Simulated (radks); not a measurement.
Values are calculated unless marked as measured or tabulated.
Task: Radial electron density D(r) = 4 pi r^2 rho(r) of an atom or ion with 10 electrons. Level of theory: non-relativistic Kohn-Sham, PW91, spin-polarised, spherical densities, point nucleus (a radial shooting solver on a logarithmic mesh with Libxc functionals).

```
   r/bohr * D(r) (the largest magnitude, 15.7, reaches the edge; | marks zero)
 0.005934 | *
 0.006531 |  *
 0.007247 |  *
 0.007978 |   *
 0.008852 |    *
 0.009744 |     *
  0.01081 |      *
   0.0119 |       *
  0.01321 |        *
  0.01454 |          *
  0.01613 |            *
  0.01775 |              *
   0.0197 |                *
  0.02169 |                   *
  0.02406 |                      *
  0.02649 |                         *
  0.02939 |                            *
  0.03235 |                                *
   0.0359 |                                    *
  0.03951 |                                       *
  0.04384 |                                           *
  0.04826 |                                              *
  0.05355 |                                                 *
  0.05895 |                                                   *
  0.06541 |                                                     *
    0.072 |                                                      *
  0.07989 |                                                      *
  0.08794 |                                                     *
  0.09758 |                                                   *
   0.1074 |                                                *
   0.1192 |                                             *
   0.1312 |                                         *
   0.1456 |                                      *
   0.1602 |                                   *
   0.1778 |                                 *
   0.1957 |                                 *
   0.2172 |                                 *
    0.239 |                                   *
   0.2652 |                                      *
    0.292 |                                         *
    0.324 |                                             *
   0.3566 |                                               *
   0.3957 |                                                *
   0.4356 |                                                *
   0.4833 |                                              *
    0.532 |                                          *
   0.5903 |                                     *
   0.6498 |                               *
    0.721 |                        *
   0.7936 |                  *
   0.8806 |             *
   0.9694 |        *
    1.076 |     *
    1.184 |  *
    1.314 | *
    1.446 |*
    1.605 *
    1.766 *
     1.96 *
```

What is the nuclear charge?

Result: Z = 14. The innermost maximum, from 1s, lies near 1/Z = 0.0714 bohr (found: 0.0755), and its height grows with Z. The density is that of the silicon ion Si4+ in [Ne]; the configuration itself is not fixed sharply by these data, and Z only to about a unit. D(r) has 2 maxima, at r = 0.0755, 0.405 bohr, and minima at 0.196 bohr, inside which lie 2.20 electrons.
